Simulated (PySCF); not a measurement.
**Molecular orbitals of TiH**

PBE0 at R = 1.756 Å; basis Ti def2-TZVP, H def2-TZVP; no relativity; PySCF 2.14. State: ⁴Σ⁻ (quartet), unpaired electrons σ ↑, δ ↑↑, a second solution, started from another occupation. Only the outer orbitals are listed, counted within each symmetry.

```json
{"spin": "α", "orbital": "5σ", "occ.": "1", "ε (eV)": "-40.14", "on Ti (%)": "100", "main shells (%)": "100 Ti p"}
{"spin": "α", "orbital": "2π", "occ.": "1", "ε (eV)": "-40.00", "on Ti (%)": "100", "main shells (%)": "100 Ti p"}
{"spin": "α", "orbital": "2π", "occ.": "1", "ε (eV)": "-40.00", "on Ti (%)": "100", "main shells (%)": "100 Ti p"}
{"spin": "α", "orbital": "6σ", "occ.": "1", "ε (eV)": "-7.26", "on Ti (%)": "44", "main shells (%)": "56 H s, 23 Ti d, 17 Ti s"}
{"spin": "α", "orbital": "7σ", "occ.": "1", "ε (eV)": "-4.73", "on Ti (%)": "102", "main shells (%)": "64 Ti s, 35 Ti d"}
{"spin": "α", "orbital": "1δ", "occ.": "1", "ε (eV)": "-4.40", "on Ti (%)": "100", "main shells (%)": "100 Ti d"}
{"spin": "α", "orbital": "1δ", "occ.": "1", "ε (eV)": "-4.40", "on Ti (%)": "100", "main shells (%)": "100 Ti d"}
{"spin": "α", "orbital": "8σ", "occ.": "0", "ε (eV)": "-1.37", "on Ti (%)": "73", "main shells (%)": "35 Ti d, 27 H s, 21 Ti p"}
{"spin": "α", "orbital": "3π", "occ.": "0", "ε (eV)": "-1.07", "on Ti (%)": "100", "main shells (%)": "96 Ti d"}
{"spin": "α", "orbital": "3π", "occ.": "0", "ε (eV)": "-1.07", "on Ti (%)": "100", "main shells (%)": "96 Ti d"}
{"spin": "β", "orbital": "5σ", "occ.": "1", "ε (eV)": "-38.75", "on Ti (%)": "100", "main shells (%)": "100 Ti p"}
{"spin": "β", "orbital": "2π", "occ.": "1", "ε (eV)": "-36.93", "on Ti (%)": "100", "main shells (%)": "100 Ti p"}
{"spin": "β", "orbital": "2π", "occ.": "1", "ε (eV)": "-36.93", "on Ti (%)": "100", "main shells (%)": "100 Ti p"}
{"spin": "β", "orbital": "6σ", "occ.": "1", "ε (eV)": "-7.16", "on Ti (%)": "32", "main shells (%)": "67 H s, 16 Ti s, 12 Ti d"}
{"spin": "β", "orbital": "7σ", "occ.": "0", "ε (eV)": "-1.42", "on Ti (%)": "99", "main shells (%)": "88 Ti s, 10 Ti p"}
{"spin": "β", "orbital": "3π", "occ.": "0", "ε (eV)": "0.05", "on Ti (%)": "100", "main shells (%)": "99 Ti d"}
{"spin": "β", "orbital": "3π", "occ.": "0", "ε (eV)": "0.05", "on Ti (%)": "100", "main shells (%)": "99 Ti d"}
```

Which are the highest filled and the lowest empty level, where do they sit, and how wide is the gap?

Highest filled α 1δ at -4.40 eV (in %: 100 Ti d); lowest empty β 7σ at -1.42 eV (in %: 88 Ti s, 10 Ti p); the gap at PBE0 is 2.98 eV.

| Item | Value |
| --- | --- |
| bond order (Mayer) | 0.90 |
| ⟨S²⟩ | 3.769 |
| charge on Ti (Mulliken, basis-dependent) | 0.22 |
| charge on Ti (Löwdin, basis-dependent) | 0.18 |
| dipole moment (positive dipole means Ti(−)H(+)) | -3.59 D |

Shares are Mulliken populations and can fall outside 0 to 100 %.
